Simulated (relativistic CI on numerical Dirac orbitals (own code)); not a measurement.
# Cubic crystal-field splitting of Lu4+ by operator equivalents

Problem. Lu4+ (4f13) sits in a cubic field with the Wybourne parameters B⁴₀ = -3940 and B⁶₀ = -490 cm⁻¹. Find the levels of its ground J multiplet, neglecting the mixing with the other J.

Working.
1. One f hole has the ground level ²F7/2 with g_J = 8/7 and the Stevens factors β = −2/1155 and γ = 4/27027.
2. Stevens form: B₄ = β B⁴₀/8 = 0.8528 and B₆ = γ B⁶₀/16 = -0.00453 cm⁻¹, in H = B₄(O₄⁰ + 5O₄⁴) + B₆(O₆⁰ − 21O₆⁴).
3. For J = 7/2 the eigenvalues are E(Γ6) = 840B₄ − 25200B₆ = 830.6, E(Γ7) = −1080B₄ − 15120B₆ = -852.5 and E(Γ8) = 120B₄ + 20160B₆ = 11.0 cm⁻¹.
4. Order and energies above the lowest: Γ7 0.0, Γ8 863.5, Γ6 1683.1 cm⁻¹. A Γ7 ground doublet has the isotropic |g| = 3.429.

Check. Diagonalising spin-orbit coupling (free-ion gap 11539 cm⁻¹, from a Dirac-Coulomb-Breit calculation) and field together in all 14 states gives Γ7 0.0, Γ8 842.9, Γ6 1693.8 cm⁻¹, with |g| = 3.465. The other multiplet starts at 11662 cm⁻¹; the differences from the hand values come from J mixing and grow with the ratio of the field to that gap.
